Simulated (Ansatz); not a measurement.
Start from `N#C[O][GaH2]` and change one atom or group to get `N#COBO`.

Ansatz, PBE0-D4/def2-TZVP geometries, multiplicity 1. Each molecule was computed in one conformer, which needn't be the lowest.

Scalar relativity is left out up to krypton.

| property | `N#C[O][GaH2]` |
| --- | --- |
| LUMO energy (ωB97M-V/def2-TZVPP) / eV | -0.67 |
| zero-point energy (PBE0-D4/def2-TZVP) / kJ/mol | 68.7 |
| LUMO energy (PBE0/def2-TZVPP) / eV | -2.39 |
| size of the dipole moment (PBE/def2-TZVPP) / D | 5.67 |
| HOMO–LUMO gap (B3LYP/def2-TZVPP) / eV | 5.29 |
| HOMO–LUMO gap (PBE0/def2-TZVPP) / eV | 5.83 |

(1) What does the change do to each property? (An estimate is asked.)

Answers

(1) Computed: 
```
                                      property  `N#COBO`  shift
         LUMO energy (ωB97M-V/def2-TZVPP) / eV      1.38   2.05
zero-point energy (PBE0-D4/def2-TZVP) / kJ/mol     108.8   40.1
            LUMO energy (PBE0/def2-TZVPP) / eV     -0.56   1.83
size of the dipole moment (PBE/def2-TZVPP) / D      5.05  -0.62
         HOMO–LUMO gap (B3LYP/def2-TZVPP) / eV      7.91   2.62
          HOMO–LUMO gap (PBE0/def2-TZVPP) / eV      8.44   2.61
```

With PBE0 the HOMO falls by 0.78 eV and the LUMO rises by 1.83 eV, so the gap widens by about 2.61 eV. PBE moves the HOMO by -0.70 eV and ωB97M-V by -0.80 eV. The zero-point energy changes by 40.1 kJ/mol with +3 modes. Dipoles are sizes alone; their direction can turn.

B3LYP here is the variant with VWN-RPA as its local correlation; programs differ in this.
